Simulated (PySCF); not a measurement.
Compound: Si(SH)Cl3.
InChI=1S/Cl3HSSi/c1-5(2,3)4/h4H

The closed-shell ground state was solved at several levels (PySCF, density fitting, gas phase, non-relativistic). Geometry: PBE0-D3(BJ)/def2-SVP; no solvent, vibrations or thermal averaging.

```tsv
level	basis functions	total energy (Eh)	HOMO (eV)	LUMO (eV)	gap (eV)	dipole (D)
KT2/pcSseg-1	125	-2084.8335	-7.19	-1.90	5.29	1.38
B3LYP/def2-SVPD	140	-2068.5176	-8.05	-1.24	6.81	1.16
```

Problem. Estimate the row for PBE0/pcSseg-1, a basis of 125 functions; the other rows only guide the guess.

Solution. Total energy -2068.2715 Eh, HOMO -8.41 eV, LUMO -0.79 eV, gap 7.62 eV, dipole 1.43 D.

Problem. Over all these levels, which gives the widest orbital gap and which the narrowest?

Solution. PBE0/pcSseg-1 (global hybrid, 25 % exact exchange) has the widest, 7.62 eV, and KT2/pcSseg-1 (GGA) the narrowest, 5.29 eV. The two share the basis. From the narrowest to the widest the HOMO moves by -1.22 eV and the LUMO by +1.11 eV.

Problem. How far do the dipole and the HOMO energy spread over the levels?

Solution. The dipole runs from 1.16 to 1.43 D (mean 1.32 D) and the HOMO from -8.41 to -7.19 eV.
